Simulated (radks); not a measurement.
Neutral vanadium inside a hard spherical wall (all orbitals vanish at R), configuration held at [Ar] 3d3 4s2 and not refilled when levels cross. Method: non-relativistic Kohn-Sham, LDA (Slater exchange, VWN5 correlation), spin-polarised, spherical densities, point nucleus; open shells are filled with parallel spins first; computed with a radial shooting solver on a logarithmic mesh with Libxc functionals. Eigenvalues in eV for spin up, with the zero of energy where the potential of the charges vanishes at infinity; a dash marks a level that is unbound or too diffuse for the functional's potential to be trusted. A positive occupied level is held by the wall or, in an anion where self-interaction has pushed it up, behind a barrier. The pressure on the wall is -dE/dV.

| R (bohr) | E (hartree) | kinetic (hartree) | e(3s) | e(3p) | e(3d) | e(4s) | e(4p, empty) | e(5s, empty) | pressure (GPa) |
|---|---|---|---|---|---|---|---|---|---|
| free | -941.74220 | 940.449 | -69.666 | -44.720 | -6.380 | -5.069 | -1.675 | -0.070 | 0 |
| 20 | -941.74220 | 940.449 | -69.666 | -44.720 | -6.380 | -5.069 | -1.675 | 0.029 | < 0.0001 |
| 15 | -941.74220 | 940.449 | -69.666 | -44.720 | -6.380 | -5.069 | -1.672 | 0.273 | < 0.0001 |
| 8 | -941.73611 | 940.494 | -69.345 | -44.400 | -6.074 | -4.800 | -1.126 | 4.342 | 0.241 |
| 7 | -941.72436 | 940.562 | -68.953 | -44.009 | -5.704 | -4.437 | -0.524 | 7.166 | 0.914 |
| 6 | -941.69002 | 940.729 | -68.140 | -43.203 | -4.945 | -3.594 | 0.760 | 12.392 | 3.66 |
| 5 | -941.58637 | 941.154 | -66.471 | -41.558 | -3.386 | -1.538 | 3.649 | 22.814 | 16.3 |
| 3.5 | -940.80857 | 943.776 | -59.766 | -35.008 | 3.246 | 10.460 | 18.739 | 68.933 | 234 |
